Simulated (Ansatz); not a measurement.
Cost and result for the atomization energy of `CC(C)[NH][Sn]([Cl])([Cl])[NH]C(C)C` (27 atoms, 26 bonds).

Cartesian coordinates in Å:
```
C 1.5460 1.2569 -1.2035
C 0.3555 1.3281 -2.1402
C -0.0474 2.7672 -2.4120
N -0.7860 0.6324 -1.5424
Sn -0.6182 -1.2865 -1.0060
Cl -2.8265 -2.0405 -1.0190
Cl 0.6374 -2.5143 -2.5429
N 0.2898 -1.6647 0.7349
C -0.4463 -1.5177 1.9922
C -0.9945 -0.1081 2.1024
C 0.4959 -1.8347 3.1407
H 1.2999 1.7102 -0.2401
H 1.8626 0.2255 -1.0175
H 2.4005 1.7841 -1.6320
H 0.6477 0.8691 -3.0970
H 0.7767 3.3171 -2.8723
H -0.9020 2.8154 -3.0924
H -0.3243 3.2653 -1.4796
H -1.6249 0.7570 -2.0979
H 0.7573 -2.5630 0.6850
H -1.2944 -2.2174 2.0437
H -0.1813 0.6207 2.0625
H -1.6944 0.1259 1.2937
H -1.5345 0.0186 3.0427
H -0.0224 -1.7489 4.0986
H 0.8847 -2.8535 3.0618
H 1.3430 -1.1443 3.1369
```

Charge 0, multiplicity 1. Correlated methods include outer-core shells of Sn, which these sets cover unevenly. Sn: def2 effective core potential. The structure was optimised at the PBE0-D4/def2-TZVP level. It is one conformer, not always the lowest. Program: Ansatz. All runs use 11 threads of an AMD EPYC 7R13 on a shared host and a whole NVIDIA H100 80 GB. Times are those of one run each, without the atoms' runs, and a repeat can differ threefold. Electronic energies, without spin–orbit coupling; frozen cores. CCSD(T)/CBS adds CCSD(T) − MP2 in def2-TZVPP to the MP2 limit, and its time is that of the two runs behind it. T1 = 0.011. With those shells the extrapolation isn't a true limit.

CCSD(T)/CBS is a level of theory with its own doubt, some kJ/mol a heavy atom from the limit and from the frozen cores, so smaller differences don't rank the functionals.

| level | functions | wall time |
| --- | --- | --- |
| revPBE-D4/def2-TZVPP | 606 | 2.5 s |
| BLYP-D4/def2-TZVPP | 606 | 2.6 s |
| BHLYP-D4/def2-TZVPP | 606 | 2.6 s |
| PBE0-D4/def2-TZVPP | 606 | 2.7 s |
| r2SCANh-D4/def2-TZVPP | 606 | 3 s |
| CAM-B3LYP-D4/def2-TZVPP | 606 | 3.1 s |
| B97M-V/def2-TZVPP | 606 | 3.7 s |
| B2PLYP/def2-TZVPP | 606 | 4.4 s |
| CCSD(T)/def2-SVP | 254 | 5.5 s |
| ωB97M-V/def2-TZVPP (with forces) | 606 | 5.5 s |
| MP2/def2-QZVPP | 1158 | 7.5 s |
| CCSD(T)/def2-TZVPP | 606 | 99 s |
| CCSD(T)/CBS(def2) | – | 110 s |

Task: What atomization energy does each give, and how far from CCSD(T)/CBS? (An estimate is asked.)

Result: The calculation gave: 
```csv
level,atomization (kJ/mol),difference from CCSD(T)/CBS,per bond
revPBE-D4/def2-TZVPP,10096.5,-58.2,-2.2
BLYP-D4/def2-TZVPP,10086.7,-68.0,-2.6
BHLYP-D4/def2-TZVPP,9866.7,-288.0,-11.1
PBE0-D4/def2-TZVPP,10183.3,28.6,1.1
r2SCANh-D4/def2-TZVPP,10083.5,-71.2,-2.7
CAM-B3LYP-D4/def2-TZVPP,10162.2,7.5,0.3
B97M-V/def2-TZVPP,10169.4,14.7,0.6
B2PLYP/def2-TZVPP,9995.9,-158.8,-6.1
CCSD(T)/def2-SVP,9610.1,-544.6,-20.9
ωB97M-V/def2-TZVPP (with forces),10159.4,4.7,0.2
MP2/def2-QZVPP,10170.4,15.7,0.6
CCSD(T)/def2-TZVPP,9882.6,-272.1,-10.5
CCSD(T)/CBS(def2),10154.7,0.0,0.0
```

From BLYP to BHLYP (50 % exact exchange), in def2-TZVPP and without D4, the atomization energy moves by −150.7 kJ/mol: exact exchange takes away binding that semilocal exchange gives to molecules. Leaving LDA and LC-ωPBE aside and taking each functional with its dispersion term where it has one, the values, not all of them listed here, spread over 467.5 kJ/mol, from BHLYP-D4 to PBE-D4. LDA lies +1324.9 kJ/mol from PBE without D4, its usual overbinding. The D4 term adds +129.6 kJ/mol with B3LYP and +71.5 kJ/mol with PBE0; it sums over pairs of atoms, weighted by their polarisabilities, and B3LYP, whose exchange is more repulsive, gets the larger term.

B3LYP here is the variant with VWN-RPA as its local correlation; programs differ in this.

Spin–orbit coupling would lower the free Sn atoms strongly, and the atomization energy with them, by more than many differences here. For some Ge, Se and Sn compounds the MP2-based and the directly extrapolated limit differ by 10 to 25 kJ/mol.
